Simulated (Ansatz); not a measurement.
Ga7Sb7. The state is a triplet with charge 0. Geometry PBE-D4/def2-SVP, that of the neutral singlet; atoms count from 1.

Cartesian coordinates in Å:
```
Ga -3.4423 -1.7069 0.2485
Ga 2.8859 -1.0352 -3.0066
Ga -1.0248 -0.6709 -1.0547
Ga 2.0189 -0.5385 -0.2502
Ga 0.1067 1.0194 1.4859
Ga -2.5021 0.1715 2.6350
Ga 3.5310 1.8343 -0.6884
Sb -3.3413 -0.9735 -2.1490
Sb -3.1648 -2.3106 2.7227
Sb 0.7000 0.8846 -2.4922
Sb 4.7790 -0.3680 -0.9662
Sb -1.6337 2.5484 2.6264
Sb 1.0785 2.7906 -0.3734
Sb 0.0088 -1.6452 1.2621
```

In the def2 sets Sb takes a core potential; there is no spin–orbit coupling. Single mean-field runs in def2-TZVP are fitted with def2-universal-jkfit. At PBE0-D4/def2-TZVP a singlet of charge 0 lies 1.03 eV below the triplet at the same geometry.

**Question.** Estimate the Mulliken populations from the PBE0/def2-TZVP orbitals of Ansatz.

**Answer.** 
```tsv
atom	charge (e)	spin (α − β)
Ga1	0.11	-0.01
Ga2	0.12	0.15
Ga3	0.07	0.00
Ga4	0.04	0.33
Ga5	0.05	0.03
Ga6	0.09	-0.02
Ga7	0.10	0.41
Sb8	-0.06	0.02
Sb9	0.00	0.59
Sb10	-0.13	0.00
Sb11	-0.11	0.39
Sb12	-0.11	0.08
Sb13	-0.04	0.05
Sb14	-0.13	-0.02
```
Mulliken values depend strongly on the basis.

**Question.** Where does the spin sit?

**Answer.** Summed by element: Ga 0.89, Sb 1.11, of 2 unpaired in all. Largest on single atoms: Sb9 0.59, Ga7 0.41, Sb11 0.39.

**Question.** And the Mayer bond orders between heavy atoms (over 0.3)?

**Answer.** Ga1–Sb8 1.38 (2.51 Å); Ga1–Sb9 1.00 (2.56 Å); Ga2–Sb10 0.44 (2.95 Å); Ga2–Sb11 0.66 (2.86 Å); Ga3–Sb8 1.12 (2.58 Å); Ga3–Sb10 0.76 (2.73 Å); Ga3–Sb14 0.74 (2.72 Å); Ga4–Ga7 0.36 (2.85 Å); Ga4–Sb10 0.52 (2.97 Å); Ga4–Sb11 0.74 (2.86 Å); Ga4–Sb14 0.65 (2.75 Å); Ga5–Sb12 1.10 (2.58 Å); Ga5–Sb13 0.76 (2.75 Å); Ga5–Sb14 0.74 (2.68 Å); Ga6–Sb9 0.98 (2.57 Å); Ga6–Sb12 1.37 (2.53 Å); Ga7–Sb11 0.95 (2.55 Å); Ga7–Sb13 0.76 (2.65 Å); Sb10–Sb13 0.92 (2.87 Å).
